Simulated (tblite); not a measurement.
A geometry optimisation, step by step.

Compound: C₄H₇FNS (doublet state).
SMILES with atom numbers: `[CH3:1][C:2]([CH2:3][F:4])[C:5]([NH2:6])=[S:7]` (hydrogens: H8, H9, H10 on C1; H11, H12 on C3; H13, H14 on N6)
Bond orders are those of one Lewis drawing.

Computed with GFN2-xTB (tblite), gas phase: L-BFGS steps from a force-field or distance-geometry start until the largest atomic force falls under 0.01 eV/Å. 7 of its 88 geometries are shown.

Step 0: E = -625.0595 eV, largest atomic force 2.629 eV/Å
```
atom  x, y, z in Å  |  force x, y, z in eV/Å
C1     -0.790   -1.152   -0.449   -0.129   0.081   0.165
C2     -0.270    0.131    0.101    2.440   0.090   0.963
C3     -1.193    1.276    0.244   -0.283  -0.066  -0.039
F4     -2.215    1.184   -0.676   -0.050  -0.044   0.099
C5      1.141    0.270    0.533   -1.812  -0.792  -1.733
N6      2.018   -0.507   -0.165    0.803   0.153   0.668
S7      1.736    1.283    1.712   -0.369   0.155  -0.027
H8     -1.803   -1.335   -0.068    0.122   0.202  -0.225
H9     -0.837   -1.100   -1.539   -0.124  -0.066  -0.015
H10    -0.191   -2.012   -0.160    0.193   0.086  -0.016
H11    -1.660    1.295    1.233   -0.156   0.078   0.172
H12    -0.710    2.234    0.058    0.225   0.164   0.080
H13     1.760   -1.115   -0.916   -0.203  -0.016  -0.063
H14     3.012   -0.453    0.072   -0.658  -0.025  -0.027
```

Step 14: E = -625.3781 eV, largest atomic force 0.271 eV/Å
```
atom  x, y, z in Å  |  force x, y, z in eV/Å
C1     -0.791   -1.129   -0.477   -0.022  -0.116  -0.004
C2     -0.237    0.125    0.086    0.129   0.020  -0.158
C3     -1.178    1.262    0.297   -0.005   0.000   0.063
F4     -2.213    1.195   -0.604   -0.009   0.038   0.012
C5      1.105    0.246    0.398    0.044  -0.025  -0.064
N6      2.023   -0.675   -0.035    0.025  -0.026  -0.043
S7      1.563    1.452    1.493    0.221   0.155   0.026
H8     -1.797   -1.281   -0.101   -0.191   0.008  -0.053
H9     -0.843   -1.094   -1.566   -0.039   0.025  -0.062
H10    -0.180   -1.973   -0.182    0.106  -0.158  -0.022
H11    -1.634    1.247    1.293   -0.066  -0.048   0.114
H12    -0.678    2.226    0.165    0.006   0.036  -0.037
H13     1.862   -1.125   -0.921   -0.157  -0.051   0.008
H14     2.997   -0.477    0.132   -0.041   0.143   0.220
```

Step 29: E = -625.4353 eV, largest atomic force 0.087 eV/Å
```
atom  x, y, z in Å  |  force x, y, z in eV/Å
C1     -0.803   -1.123   -0.530    0.014   0.001   0.000
C2     -0.234    0.127    0.045   -0.033   0.043   0.014
C3     -1.189    1.236    0.348   -0.015   0.038  -0.005
F4     -2.256    1.223   -0.520    0.055  -0.027   0.038
C5      1.107    0.275    0.334    0.024   0.059   0.056
N6      2.027   -0.686    0.022   -0.022  -0.023   0.065
S7      1.658    1.618    1.236   -0.020  -0.049  -0.040
H8     -1.827   -1.255   -0.180    0.050  -0.004  -0.041
H9     -0.839   -1.067   -1.622    0.001   0.001   0.018
H10    -0.205   -1.987   -0.245   -0.028  -0.015  -0.013
H11    -1.618    1.147    1.359    0.057  -0.021  -0.062
H12    -0.699    2.212    0.255   -0.056   0.007   0.022
H13     1.899   -1.244   -0.804   -0.040  -0.042   0.003
H14     2.978   -0.478    0.280    0.014   0.032  -0.054
```

Step 44: E = -625.4462 eV, largest atomic force 0.037 eV/Å
```
atom  x, y, z in Å  |  force x, y, z in eV/Å
C1     -0.789   -1.103   -0.555   -0.002  -0.010  -0.002
C2     -0.224    0.140    0.043   -0.012  -0.007   0.006
C3     -1.195    1.229    0.363    0.005   0.004  -0.001
F4     -2.271    1.195   -0.491    0.004   0.006   0.020
C5      1.116    0.286    0.337   -0.014   0.003  -0.005
N6      2.024   -0.698    0.066   -0.008  -0.008  -0.035
S7      1.687    1.664    1.165   -0.004   0.009   0.006
H8     -1.821   -1.228   -0.233    0.002  -0.012  -0.017
H9     -0.801   -1.034   -1.646    0.014   0.001   0.005
H10    -0.213   -1.980   -0.268   -0.014  -0.012   0.004
H11    -1.603    1.107    1.378    0.004   0.018  -0.015
H12    -0.741    2.222    0.280    0.009  -0.006   0.009
H13     1.841   -1.341   -0.687    0.003   0.008   0.023
H14     2.989   -0.459    0.224    0.014   0.007   0.001
```

Step 58: E = -625.4479 eV, largest atomic force 0.027 eV/Å
```
atom  x, y, z in Å  |  force x, y, z in eV/Å
C1     -0.789   -1.107   -0.563    0.001   0.002  -0.004
C2     -0.232    0.133    0.050    0.019  -0.007  -0.005
C3     -1.194    1.228    0.375    0.002  -0.012  -0.011
F4     -2.278    1.200   -0.468   -0.026  -0.006  -0.001
C5      1.110    0.287    0.334    0.023   0.003  -0.010
N6      2.026   -0.686    0.059    0.012   0.004   0.019
S7      1.679    1.674    1.149    0.003   0.002   0.007
H8     -1.832   -1.226   -0.278   -0.001   0.005  -0.002
H9     -0.760   -1.037   -1.653    0.007  -0.009  -0.005
H10    -0.230   -1.989   -0.257   -0.016   0.002   0.011
H11    -1.593    1.116    1.394   -0.003   0.012   0.003
H12    -0.731    2.215    0.282   -0.003   0.005   0.014
H13     1.831   -1.371   -0.650   -0.010   0.000  -0.017
H14     2.991   -0.440    0.204   -0.009  -0.002   0.000
```

Step 72: E = -625.4507 eV, largest atomic force 0.179 eV/Å
```
atom  x, y, z in Å  |  force x, y, z in eV/Å
C1     -0.782   -1.104   -0.582   -0.040  -0.065  -0.056
C2     -0.232    0.135    0.040   -0.065   0.051  -0.010
C3     -1.196    1.220    0.405   -0.044   0.019   0.020
F4     -2.332    1.166   -0.367    0.066   0.012   0.043
C5      1.110    0.295    0.321   -0.071   0.028   0.006
N6      2.025   -0.676    0.042   -0.031  -0.046  -0.033
S7      1.672    1.684    1.135    0.032   0.003  -0.002
H8     -1.869   -1.113   -0.484    0.168  -0.051  -0.035
H9     -0.543   -1.145   -1.653   -0.029   0.018   0.170
H10    -0.367   -1.999   -0.110   -0.058   0.103  -0.045
H11    -1.530    1.120    1.451    0.020  -0.005  -0.069
H12    -0.758    2.217    0.275   -0.013  -0.072  -0.004
H13     1.813   -1.379   -0.645   -0.014   0.007  -0.009
H14     2.990   -0.420    0.150    0.078   0.000   0.024
```

Step 87: E = -625.4550 eV, largest atomic force 0.007 eV/Å
```
atom  x, y, z in Å  |  force x, y, z in eV/Å
C1     -0.770   -1.102   -0.587    0.005  -0.004  -0.001
C2     -0.241    0.146    0.035    0.000  -0.003   0.002
C3     -1.205    1.220    0.422    0.000  -0.002   0.002
F4     -2.360    1.157   -0.315    0.003   0.004  -0.004
C5      1.104    0.304    0.309   -0.001  -0.002   0.002
N6      2.009   -0.675    0.023   -0.001   0.003   0.004
S7      1.684    1.690    1.117    0.001  -0.002  -0.005
H8     -1.856   -1.086   -0.603    0.000   0.002   0.002
H9     -0.419   -1.202   -1.616    0.002   0.005  -0.004
H10    -0.435   -1.980   -0.034   -0.002  -0.001   0.007
H11    -1.505    1.119    1.476   -0.004   0.002   0.000
H12    -0.775    2.216    0.276   -0.003  -0.001   0.003
H13     1.788   -1.370   -0.669   -0.001  -0.001  -0.005
H14     2.979   -0.436    0.142    0.001   0.000  -0.002
```

Q: Summarise the path.

A: The energy falls by 0.3955 eV from step 0 to step 87; nine tenths of that is first reached at step 21. It rises by more than 0.2 meV at step 72. The largest force goes from 2.629 to 0.007 eV/Å. Among the bonds C2–C5 changes most, from 1.482 to 1.381 Å; the atoms move by 0.355 Å rms after alignment.

The cost below is that of the whole relaxation. On an Arm Neoverse V1 with one thread, no GPU, on a shared host, this took 0.53 s.
